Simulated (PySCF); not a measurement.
# A ladder of Hamiltonians for Os⁶⁴⁺ (osmium, charge +64)

Occupied: 1s1/2, 2s1/2, 2p1/2, 2p3/2, 3s1/2. Hartree-Fock calculated with PySCF 2.14 in an even-tempered Gaussian basis (19 s from 9.4 bohr⁻², ratio 2.3; 16 p from 11 bohr⁻², ratio 2.3), Gaussian nucleus throughout. NR is non-relativistic, sf-X2C the spin-free one-electron X2C Hamiltonian, X2C adds the bare one-electron spin-orbit term, X2C-SNSO screens it by Boettger's factors, DC is four-component Dirac-Coulomb, and the Gaunt term is added at first order (total energies over the DC spinors, levels after relaxing the spinors in that mean field). QED terms are absent. Levels marked empty are virtual spinors of this ion; the basis has s and p functions only, so 3d, which can lie below the n = 4 levels, is absent.

| Hamiltonian | E (hartree) | E − E(DC) (hartree) | CPU seconds |
| --- | --- | --- | --- |
| NR | -11411.4332 | 894.1983 | 0.76 |
| sf-X2C | -12281.5240 | 24.1075 | 0.47 |
| X2C | -12300.5474 | 5.0841 | 0.47 |
| X2C-SNSO | -12299.4777 | 6.1538 | 0.47 |
| DC | -12305.6315 | 0.0000 | 37 |
| DC+Gaunt | -12289.5303 | 16.1012 | 66 |

Q: Give the 3p spin-orbit interval with each Hamiltonian that has one.

A: X2C 431.5; X2C-SNSO 418.9; DC 419.4; DC+Gaunt 415.0 (eV).

| level (eV) | NR | sf-X2C | X2C | X2C-SNSO | DC | DC+Gaunt |
| --- | --- | --- | --- | --- | --- | --- |
| 1s1/2 | -73372.7 | -79846.6 | -79827.2 | -79828.3 | -79926.4 | -79665.0 |
| 2s1/2 | -16472.1 | -18330.7 | -18325.9 | -18326.2 | -18340.4 | -18311.3 |
| 2p1/2 | -16061.3 | -16675.6 | -17845.5 | -17808.7 | -17818.7 | -17768.5 |
| 2p3/2 | -16061.3 | -16675.6 | -16214.7 | -16226.2 | -16235.9 | -16202.7 |
| 3s1/2 | -6889.3 | -7477.1 | -7476.2 | -7476.3 | -7479.7 | -7471.9 |
| 3p1/2 (empty) | -6648.6 | -6894.3 | -7202.4 | -7192.8 | -7195.4 | -7182.6 |
| 3p3/2 (empty) | -6648.6 | -6894.3 | -6770.8 | -6773.9 | -6776.0 | -6767.5 |
| 4s1/2 (empty) | -3714.0 | -3960.3 | -3960.0 | -3960.0 | -3961.3 | -3958.4 |

Weight of the small component: 1s1/2 0.0827, 2s1/2 0.0194, 2p1/2 0.0193, 2p3/2 0.0174, 3s1/2 0.00760, 3p1/2 0.00747, 3p3/2 0.00700, 4s1/2 0.00392.

Koopmans' value for the highest occupied level at DC+Gaunt: 7471.9 eV, against an ionisation energy of 7468 ± 24 eV (theoretical estimate listed by NIST; NIST Atomic Spectra Database, ionization energies); the former lacks relaxation, correlation, QED and recoil.

The whole ladder took 110 s of wall time on 1 thread of Intel(R) Xeon(R) Platinum 8175M CPU @ 2.50GHz (shared host), launched as `OMP_NUM_THREADS=1 python relrun2.py TASK.json OUT` (a driver that calls PySCF for each Hamiltonian).

Dirac-Coulomb iterations, started from the X2C spinors:

```
with_ssss True, with_gaunt False, with_breit False
light speed = 137.03599967994
init E= -12211.6989549414
cycle= 1 E= -12305.6290332699  delta_E= -93.9  |g|= 3.59  |ddm|= 0.202
cycle= 2 E= -12305.6314725479  delta_E= -0.00244  |g|= 0.0434  |ddm|= 0.0119
cycle= 3 E= -12305.6314745563  delta_E= -2.01e-06  |g|= 0.0012  |ddm|= 0.000501
cycle= 4 E= -12305.6314745579  delta_E= -1.61e-09  |g|= 5.91e-06  |ddm|= 1.16e-05
```
